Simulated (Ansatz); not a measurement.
Cartesian coordinates in Å:
```
O -1.242 -0.676 -1.243
C -0.196 -0.362 -1.727
Se 1.298 0.363 -0.763
Ge 0.171 0.285 1.322
H 0.026 -0.458 -2.805
H -0.184 -1.168 1.643
H -1.069 1.178 1.253
H 1.198 0.838 2.319
```

Total charge 0; spin multiplicity 1.

Task: List the PBE0/def2-TZVPP orbital energies in eV (Ansatz 0.2.0). (Estimate.)

Result: Computed: Occupied: -12361.86, -10860.53, -1584.66, -1421.69, -1421.66, -1421.63, -1358.80, -1208.63, -1208.59, -1208.59, -523.24, -281.57, -215.08, -171.51, -158.64, -158.54, -158.43, -121.36, -121.27, -121.25, -58.64, -58.63, -58.52, -58.44, -58.43, -34.17, -34.13, -34.12, -34.04, -34.04, -30.15, -20.63, -17.07, -15.23, -13.53, -12.49, -11.95, -10.15, -9.95, -9.02, -7.76, -7.41. Lowest empty: -1.13, -0.66, 0.42, 0.92, 1.53, 1.69, 2.61, 3.62.
